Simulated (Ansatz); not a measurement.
System: H$_{3}$SiNO, charge 0, singlet. H3SiNO (SMILES N[Si]O).
B3LYP-D3(BJ)/def2-TZVP minimum from Ansatz (a first-principles code):
```xyz
6

Si    -0.3061     0.0802     0.5636
O      0.6434     1.2327    -0.1665
H      1.0857     1.0787    -1.0087
N     -0.2179    -1.2393    -0.5407
H      0.2896    -1.2887    -1.4144
H     -0.7114    -2.0994    -0.3509
```
Charge 0, spin multiplicity 1.

Property: atomisation energy (electronic, to ground-state atoms), in kcal/mol. Open shells are spin-unrestricted; no spin-orbit coupling. CBS(X,Y): correlation extrapolated as X^-3, Hartree-Fock from the larger set (Q,5: extrapolated as (X+1)exp(-9√X)). A bracket is a step between two methods taken in the basis named. Functionals run without relativity, which enters their misses. '+ core + X2C': CCSD(T) terms for core correlation (cc-pwCVTZ, 1s frozen past Ne) and scalar relativity (cc-pVTZ-DK). For partners of very few electrons the exact lower level stands in for a higher one.

CCSD(T)/CBS(cc-pV(Q+d)Z,cc-pV(5+d)Z) + [CCSDT(Q) - CCSD(T)]/cc-pV(D+d)Z + core + X2C (Ansatz) gives 519.1 kcal/mol.

### Question
How far off this value is PBE/def2-TZVPD (Ansatz), in which direction, and which of these levels come nearer: r2SCAN/def2-TZVPD, B3LYP/def2-TZVPD, wB97M-V/def2-TZVPD, CCSD(T)/CBS(cc-pV(Q+d)Z,cc-pV(5+d)Z) + core + X2C?

### Answer
PBE gives 523.6 kcal/mol, 4.5 kcal/mol above it. Differences of the others: r2SCAN/def2-TZVPD (Ansatz) -8.5; B3LYP/def2-TZVPD (Ansatz) -5.9; wB97M-V/def2-TZVPD (Ansatz) 1.1; CCSD(T)/CBS(cc-pV(Q+d)Z,cc-pV(5+d)Z) + core + X2C (Ansatz) -0.8 kcal/mol. Nearer than PBE: wB97M-V/def2-TZVPD, CCSD(T)/CBS(cc-pV(Q+d)Z,cc-pV(5+d)Z) + core + X2C.
